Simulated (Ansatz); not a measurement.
`[TeH]C1=CCO1` + HCl → `ClC1=CCO1` + H₂Te at 500 K and 1 bar (substitution at a C–Te bond).

Calculated with Ansatz (gas phase, PBE0-D4/def2-TZVP geometries, no zero-point term in ΔE). CCSD(T)/CBS is the MP2 limit (def2-TZVPP, def2-QZVPP) plus CCSD(T) − MP2 in def2-TZVPP, frozen cores. This one scheme is used for every species. def2 core potentials past Kr. For Te outer-core shells are correlated without core-valence functions, which leaves a few kJ/mol of doubt a bond.

| species | CCSD(T)/CBS energy (Eh) | H − E (kJ/mol) | S (J/(mol·K)) |
| --- | --- | --- | --- |
| `[TeH]C1=CCO1` | -459.37089 | 194.8 | 385.1 |
| HCl | -460.38127 | 32.5 | 201.9 |
| `ClC1=CCO1` | -650.83175 | 174.2 | 338.4 |
| H₂Te | -268.91024 | 48.9 | 247.6 |

H − E and S are ideal-gas, rigid-rotor, harmonic terms from PBE0-D4/def2-TZVP, for one conformer and one mirror image of each species. 1 Eh = 2625.50 kJ/mol, R = 8.31446 J/(mol·K).

**Question.** By hand: ΔE, ΔH, ΔS and ΔG.

**Answer.** ΔE = (-650.83175) + (-268.91024) − (-459.37089) − (-460.38127) = 0.01017 Eh = 26.7 kJ/mol. Δ(H − E) = 174.2 + 48.9 − 194.8 − 32.5 = -4.2, so ΔH = 22.5 kJ/mol. ΔS = 338.4 + 247.6 − 385.1 − 201.9 = -1.0 J/(mol·K). ΔG = 22.5 − 500 × (-1.0)/1000 = 23.0 kJ/mol.

**Question.** By hand: the equilibrium constant, and the temperature at which ΔG would vanish if ΔH and ΔS stayed fixed.

**Answer.** log₁₀ K = −ΔG/(RT ln 10) = -2.4. ΔH and −TΔS have one sign here, so there is no such temperature.

The number of gas molecules stays the same, so ΔS is small and ΔH decides. A doubt of 5 kJ/mol in ΔE shifts log₁₀ K by 0.5 here. Other conformers and mirror images would add mixing entropy, several J/(mol·K) or more a flexible species. These are equilibria of isolated gas molecules and say nothing of rates. Largest T1 diagnostic: 0.013 (customary marks: 0.02 for closed shells, 0.045 for open ones).

ΔS is within the doubt of such terms, so its sign, and with it that verdict, could turn.
